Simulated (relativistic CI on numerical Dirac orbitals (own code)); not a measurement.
**V4+: 3p photoemission**

Computed with this model: Dirac-Coulomb-Breit CI, KLI orbitals optimised for each configuration, a model potential for QED, valence Slater integrals scaled by 0.7, multiplet model of photoemission in the sudden approximation; configurations [Ar] 3d → [Ne] 3s2 3p5 3d; 80 K; Lorentzian 0.8 eV and Gaussian 0.6 eV FWHM. Energies are those of the free ion, without screening or charge transfer. The energies are binding energies and can lie tens of eV above those of solids. S is read from ⟨S²⟩ = S(S + 1).

Field parameters in Wybourne normalisation: Oh B⁴₀ = 21Dq, B⁴₄ = √(5/14) B⁴₀. The field is a parameter set, without covalency.

free ion: ground-state S = 0.50, centroid 106.07 eV. Peaks (eV, height): 103.3 (47), 104.8 (100), 106.9 (94), 117.6 (14).

Oh, 10Dq = 5000 cm⁻¹: ground-state S = 0.50, centroid 106.07 eV. Peaks (eV, height): 103.6 (68), 104.8 (98), 107.0 (100), 117.8 (14).

Oh, 10Dq = 13800 cm⁻¹: ground-state S = 0.50, centroid 106.08 eV. Peaks (eV, height): 103.7 (82), 104.8 (100), 106.9 (97), 118.3 (14).

Oh, 10Dq = 22600 cm⁻¹: ground-state S = 0.50, centroid 106.08 eV. Peaks (eV, height): 103.8 (84), 104.9 (100), 106.9 (98), 118.8 (12).

Oh, 10Dq = 40200 cm⁻¹: ground-state S = 0.50, centroid 106.08 eV. Peaks (eV, height): 103.8 (85), 105.1 (100), 106.9 (96), 109.4 (22), 120.1 (9).

Strongest unbroadened transitions for Oh, 10Dq = 13800 cm⁻¹:

```tsv
Energy (eV)	Relative strength
103.36	36.9
103.50	91.9
103.79	89.3
104.45	47.4
104.80	86.9
104.83	63.8
105.08	19.3
105.15	81.4
106.06	18.6
106.76	100.0
106.82	65.3
106.91	58.4
107.09	20.1
107.17	39.2
107.95	39.8
108.03	10.4
108.44	21.1
118.29	42.2
```
